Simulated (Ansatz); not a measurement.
Zn7Te6⁺. Charge 1, multiplicity 2. Geometry PBE-D4/def2-SVP, basis def2-TZVP, Ansatz.

Cartesian coordinates in Å:
```
Zn -0.6963 -1.1283 0.7357
Zn 1.3166 0.2870 -1.9239
Zn 0.0792 1.9418 1.7577
Zn 2.6426 -1.3073 -0.7236
Zn -1.7909 -3.2650 0.3339
Zn -1.6114 1.3864 -0.4203
Zn -2.8339 -3.8656 -2.0381
Te 2.5211 1.0928 2.0295
Te -1.1056 -0.6039 -1.9914
Te -2.1600 0.6625 2.0486
Te -0.2211 3.6677 -0.3042
Te 1.7051 -1.5463 1.8551
Te 2.1546 2.6782 -1.3589
```

```
run  HOMO (eV)  LUMO (eV)
  A      -7.94      -7.57
  B      -8.78      -7.12
  C      -8.21      -7.60
  D      -7.76      -7.45
```

In the def2 sets Te takes a core potential; there is no spin–orbit coupling. Single mean-field runs in def2-TZVP are fitted with def2-universal-jkfit. Another isomer (doublet) lies 3.08 eV lower at PBE0-D4/def2-TZVP; other spin states weren't run for this one.

HOMO and LUMO are taken over both spins.

Q: The runs used BLYP, PBE, PBE0, r2SCAN. Estimate which is which.

A: A PBE (0 % exact exchange); B PBE0 (25 % exact exchange); C r2SCAN (0 % exact exchange); D BLYP (0 % exact exchange). Exact exchange lowers occupied and raises empty levels; among semilocal functionals meta-GGAs tend to open the gap a little, and such runs are hard to tell apart. The gap grows from 0.31 eV (BLYP) to 1.66 eV (PBE0).
